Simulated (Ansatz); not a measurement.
`S[Si]Cl` + HBr → `Cl[Si]Br` + H₂S at 700 K and 1 bar (ligand exchange at the Si–S bond).

Isolated molecules relaxed with PBE0-D4/def2-TZVP in Ansatz; ΔE leaves out vibrations. CCSD(T)/CBS adds triple-zeta CCSD(T) − MP2 to the extrapolated MP2 energy (def2 sets, frozen cores). This one scheme is used for every species. For Br outer-core shells are correlated without core-valence functions, which leaves a few kJ/mol of doubt a bond. Scalar relativity is left out up to krypton. One conformer a species, not always the lowest.

```csv
species,CCSD(T)/CBS energy (Eh),H − E (kJ/mol),S (J/(mol·K))
`S[Si]Cl`,-1147.27659,71.2,350.8
HBr,-2573.91920,36.5,223.7
`Cl[Si]Br`,-3322.23177,41.7,346.5
H₂S,-398.97279,64.8,236.9
```

H − E and S are ideal-gas, rigid-rotor, harmonic terms from PBE0-D4/def2-TZVP, for one conformer and one mirror image of each species. 1 Eh = 2625.50 kJ/mol, R = 8.31446 J/(mol·K).

**Question.** By hand: ΔE, ΔH, ΔS and ΔG.

**Answer.** ΔE = (-3322.23177) + (-398.97279) − (-1147.27659) − (-2573.91920) = -0.00877 Eh = -23.0 kJ/mol. Δ(H − E) = 41.7 + 64.8 − 71.2 − 36.5 = -1.2, so ΔH = -24.2 kJ/mol. ΔS = 346.5 + 236.9 − 350.8 − 223.7 = 8.9 J/(mol·K). ΔG = -24.2 − 700 × (8.9)/1000 = -30.4 kJ/mol.

**Question.** By hand: the equilibrium constant, and the temperature at which ΔG would vanish if ΔH and ΔS stayed fixed.

**Answer.** log₁₀ K = −ΔG/(RT ln 10) = 2.3. ΔH and −TΔS have one sign here, so there is no such temperature.

The number of gas molecules stays the same, so ΔS is small and ΔH decides. A doubt of 5 kJ/mol in ΔE shifts log₁₀ K by 0.4 here. Other conformers and mirror images would add mixing entropy, several J/(mol·K) or more a flexible species. These are equilibria of isolated gas molecules and say nothing of rates. Largest T1 diagnostic: 0.014 (customary marks: 0.02 for closed shells, 0.045 for open ones).

ΔS is within the doubt of such terms, so its sign, and with it that verdict, could turn.
